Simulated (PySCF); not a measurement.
Computed IR spectrum (relative IR intensity) of a molecule C₃H₄Cl₂OSi. Coordinates come from a PBE-D3(BJ)/def2-SVP optimisation. The values are those of a single conformer. These are PBE-D3(BJ)/def2-SVP (PySCF) values and carry that method's errors. Frequencies are harmonic and unscaled.

ν (cm⁻¹): 257 (w), 269 (vw), 342 (w), 358 (w), 465 (w), 618 (vs), 675 (vs), 702 (m), 711 (w), 798 (s), 1111 (vs), 1166 (s), 1422 (vw), 1424 (vw), 2091 (m), 2939 (m), 3020 (w), 3065 (w), 3389 (m) (against the strongest line: vs over 80 %, s over 45 %, m over 15 %, w over 4 %, vw less)

### Question
Which molecule gave these data?
A. Cl[SiH](Cl)C1=CCO1
B. Cl[SiH](Cl)C1=COC1
C. C#CCO[SiH](Cl)Cl
D. C#C[Si](Cl)(Cl)OC

### Answer
D, C#C[Si](Cl)(Cl)OC
